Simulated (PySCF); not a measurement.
# XPS shifts beside NMR shieldings

C2H10SSi3.
Numbering: `[SiH3:1][S:2][SiH:3]1[CH2:4][SiH2:5][CH2:6]1`

Binding energies: delta-SCF UKS SCAN, pcX-2 on the ionised atom, pcseg-1 elsewhere, spin-free X2C in PySCF 2.14.0. Shieldings: GIAO PBE0/pcSseg-1, non-relativistic, same geometry.

```csv
atom,Si 1s (eV)
Si1,1847.01
Si3,1846.69
Si5,1846.37
```

Q: What are the absolute isotropic shieldings of these atoms?

A: 
```tsv
atom	environment	Si 1s (eV)	isotropic shielding (ppm)
Si5	SiH2 silicon	1846.37	388.8
Si3	SiH silicon	1846.69	340.2
Si1	SiH3 silicon	1847.01	407.6
```

Q: Among the listed atoms, is the one with the highest binding energy also the least shielded?

A: No. The highest binding energy is at Si1 (1847.01 eV, shielding 407.6 ppm), the lowest shielding at Si3 (340.2 ppm, 1846.69 eV).

By binding energy: Si5 < Si3 < Si1. By shielding: Si3 < Si5 < Si1.

Geometry: PBE0-D3(BJ)/def2-SVP, one conformer, isolated molecule.

Conformer computed: `[SiH3:1][S:2][SiH:3]1[CH2:4][SiH2:5][CH2:6]1`: Si1–S2–Si3–C4 54°.
